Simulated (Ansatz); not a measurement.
C2H7NO, SMILES `C[C@@H](N)O` (charge 0, multiplicity 1).

Level of theory: frozen-core CCSDT(Q)/6-31g // PBE0-D3(BJ)/def2-TZVP run with Ansatz (a first-principles code).

Ansatz 0.2 input:
```yaml
crystal:
  periodic: [false, false, false]
  atoms:
    - { symbol: C, position_ang: [-1.008356, -0.679641, -0.081589] }
    - { symbol: C, position_ang: [0.070729, 0.293975, 0.341472] }
    - { symbol: N, position_ang: [1.380897, 0.057847, -0.225998] }
    - { symbol: O, position_ang: [-0.366299, 1.575251, -0.042702] }
    - { symbol: H, position_ang: [-1.966484, -0.415397, 0.369743] }
    - { symbol: H, position_ang: [-0.746578, -1.695411, 0.221439] }
    - { symbol: H, position_ang: [-1.123578, -0.652409, -1.168521] }
    - { symbol: H, position_ang: [0.195631, 0.245775, 1.434224] }
    - { symbol: H, position_ang: [1.854394, -0.702217, 0.244614] }
    - { symbol: H, position_ang: [1.306482, -0.177335, -1.209705] }
    - { symbol: H, position_ang: [0.403162, 2.149562, 0.026003] }
basis:
  gaussian: { orbitals: "6-31g" }
correlation:
  method: ccsdt_q
```

Output:

```
Functional definition: HF
1196 factors; integrals over basis functions are off by at most 1.9e-7 eV
mean field evaluation 1: about -5684.7490 eV, gradient 3.6e1 eV
mean field evaluation 2: about -5684.7493 eV, gradient 3.6e1 eV
mean field evaluation 4: about -5687.6843 eV, gradient 2.9e0 eV
mean field evaluation 8: about -5687.7100 eV, gradient 2.4e-4 eV
mean field evaluation 16: about -5687.7088 eV, gradient 2.0e-1 eV
mean field -5687.70998466 eV, -209.0194866680 hartree, gradient 6.7e-6 eV, S^2 0.000000; 0 other end points of the search recorded, 0 dependent functions left out
4 core orbitals not correlated
reference -5687.70998466 eV, -209.0194866680 hartree; 13, 13 occupied and 33, 33 virtual orbitals, 1196 factors
second order -11.25613954 eV of doubles, -0.00000000 eV of singles
cycle   1  -11.78443516 eV  change   -5.3e-1 eV  update   8.7e-2
cycle   2  -12.31425909 eV  change   -5.3e-1 eV  update   3.3e-2
cycle   3  -12.52075640 eV  change   -2.1e-1 eV  update   1.6e-2
cycle   4  -12.50929744 eV  change    1.1e-2 eV  update   3.9e-3
cycle   5  -12.50611478 eV  change    3.2e-3 eV  update   2.0e-3
cycle   6  -12.50754390 eV  change   -1.4e-3 eV  update   7.6e-4
cycle   7  -12.50771622 eV  change   -1.7e-4 eV  update   3.0e-4
cycle   8  -12.50748984 eV  change    2.3e-4 eV  update   1.3e-4
cycle   9  -12.50747954 eV  change    1.0e-5 eV  update   4.5e-5
cycle  10  -12.50752269 eV  change   -4.3e-5 eV  update   1.8e-5
cycle  11  -12.50748571 eV  change    3.7e-5 eV  update   6.8e-6
cycle  12  -12.50748624 eV  change   -5.2e-7 eV  update   2.4e-6
perturbative correction -0.02899363 eV, -0.0010654961 hartree
Total energy: -5700.24646452 eV, -209.4801938054 hartree
```
